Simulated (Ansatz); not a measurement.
F4V (SMILES [F][V+]([F])([F])[F]), charge +1, singlet, at a GFN2-xTB geometry (such geometries of metal compounds can be far from the true shape) (the multiplicity is a formal guess); R2SCAN/def2-SVPD in Ansatz (a program for electronic structure).

The Ansatz input:
Ansatz 0.2 input:
```yaml
crystal:
  periodic: [false, false, false]
  atoms:
    - {symbol: V, position_ang: [-0.00000000, -0.00000000, -0.00000000]}
    - {symbol: F, position_ang: [1.05787016, 0.73619422, -0.92212232]}
    - {symbol: F, position_ang: [0.75522470, -0.97142821, 0.99867095]}
    - {symbol: F, position_ang: [-0.99429019, -0.84029363, -0.90370040]}
    - {symbol: F, position_ang: [-0.81880467, 1.07552761, 0.82715177]}
basis:
  gaussian:
    orbitals: def2-SVPD
hamiltonian:
  xc: r2scan
total_charge: 1
accuracy: high
```

The log (banner, timings and long lists left out):

```
Functional definition: r2SCAN
2633 factors; integrals over basis functions are off by at most 3.6e-9 eV
mean field evaluation 1: about -36516.6552 eV, gradient 1.1e2 eV
mean field evaluation 2: about -36115.6707 eV, gradient 5.0e2 eV
mean field evaluation 4: about -36533.6415 eV, gradient 2.6e1 eV
mean field evaluation 8: about -36534.7007 eV, gradient 6.6e-1 eV
mean field evaluation 16: about -36534.7047 eV, gradient 2.4e-5 eV
mean field -36534.70468471 eV, -1342.6256330506 hartree, gradient 4.3e-8 eV, S^2 0.000000; 0 other end points of the search recorded, 0 dependent functions left out
reference -36534.70468640 eV, -1342.6256331128 hartree; 29, 29 occupied and 97, 97 virtual orbitals, 2633 factors
Total energy: -36534.70468640 eV, -1342.6256331128 hartree
```
